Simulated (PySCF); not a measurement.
# Two-component Hartree-Fock for W⁵⁷⁺ (tungsten, charge +57)

Start: [Ne] 3s2 3p5; 3p1/2 filled at m_j = -1/2, +1/2; 3p3/2 filled at m_j = -1/2, +1/2, +3/2. Calculated with PySCF 2.14 in an even-tempered Gaussian basis (18 s from 17 bohr⁻², ratio 2.4; 14 p from 22 bohr⁻², ratio 2.4; 4 d from 80 bohr⁻², ratio 2.6; 4 f from 120 bohr⁻², ratio 2.6): generalised Hartree-Fock with the X2C-1e Hamiltonian and a Gaussian nucleus; one run each with spin-orbit coupling (SO) switched off, then screened by Boettger's factors.

```csv
spinor shell,electrons,"ε, spin-free (eV)","ε, screened SO (eV)",weight of nominal j (screened SO),"rms radius, screened SO (bohr)"
1s1/2,2,-74190.6,-74166.8,1.000,0.0208
2s1/2,2,-16342.7,-16334.4,1.000,0.0828
2p1/2,2,-14834.0,-15819.5,1.000,0.0703
2p3/2,4,-14834.0,-14431.5,1.000,0.0774
3s1/2,2,-6415.5,-6412.6,1.000,0.200
3p1/2,2,-5959.7,-6210.2,1.000,0.190
3p3/2,3,-5959.7,-5855.1,1.000,0.202
```

```csv
quantity,spin-free,screened SO
E (hartree),-12714.40486,-12736.65476
M_J,3/2,3/2
⟨J²⟩,3.750,3.750
⟨L²⟩,2.000,2.046
⟨S²⟩,0.750,0.796
```

Each row is a mean over spinors that exchange with the open shell spreads, by up to 28.207 eV (3s1/2).

Breit and QED terms are absent; they matter most for the inner s and p1/2 levels.

Densities and radii are taken from the X2C orbitals without a picture-change correction, which distorts them close to the nucleus.

Without spin-orbit coupling the j labels of p, d and f shells carry no meaning; the spin-free column gives the mean over the occupied spinors of each nl shell.
